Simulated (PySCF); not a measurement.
SbH: energy against distance

Set-up: Sb def2-TZVPPD with ECP28, H def2-TZVPPD; scalar-relativistic core potentials (PySCF 2.14). Energies in eV from Sb + H in their ground configurations at the same level. All curves are PBE0. state 1: ³Σ⁻ (triplet), unpaired electrons π ↑↑; state 2: Ms = 0 determinant of mixed spin (⟨S²⟩ near 1.0), unpaired electrons π ↑↓, a mixture of terms (⟨Lz²⟩ = 2.0), a second solution, started from another occupation; state 3: singlet, one real π or δ orbital doubly filled, a mixture of terms (⟨Lz²⟩ = 2.0), a second solution, started from another occupation; state 4: quintet, unpaired electrons σ ↑↑, π ↑↑, a second solution, started from another occupation.

```tsv
R (Å)	state 1	state 2	state 3	state 4
1.477	-2.021	-1.704	-0.757	4.6883
1.545	-2.326	-2.009	-1.061	4.0811
1.614	-2.500	-2.183	-1.233	3.5728
1.665	-2.564	-2.246	-1.295	3.2411
1.717	-2.583	-2.265	-1.312	2.9432
1.768	-2.565	-2.246	-1.292	2.6734
1.837	-2.497	-2.177	-1.221	2.3504
1.923	-2.359	-2.037	-1.078	1.9969
2.026	-2.141	-1.816	-0.853	1.6342
2.163	-1.803	-1.470	-0.503	1.2402
```

Put a parabola through the three lowest points of the state 1 curve and estimate Re, k and ωe (reduced mass 0.9995 u; 1 eV/Å² = 0.16022 mdyn/Å; ωe = 1302.8·√(k/μ) cm⁻¹).

Through R = 1.665, 1.717, 1.768 Å the second-order coefficient is 6.97 eV/Å², so Re ≈ 1.717 Å, k ≈ 2.23 mdyn/Å and ωe ≈ 1948 cm⁻¹. A polynomial fit of higher order to the unrounded PBE0 energies gives Re = 1.716 Å, k = 2.21 mdyn/Å, ωe = 1936 cm⁻¹; anharmonicity and rounding make the difference.

The higher-order fit for each curve: state 1: Re = 1.716 Å, ωe = 1936 cm⁻¹, De = 2.58 eV; state 2: Re = 1.715 Å, ωe = 1943 cm⁻¹, minimum 2.26 eV below the ground-state fragments; state 3: Re = 1.713 Å, ωe = 1955 cm⁻¹, minimum 1.31 eV below the ground-state fragments. State 4 gave no clean fit.

These are scalar-relativistic numbers at best; spin–orbit coupling would shift them, the dissociation energy most. The state was picked by a PBE0 search and need not be the measured ground state.
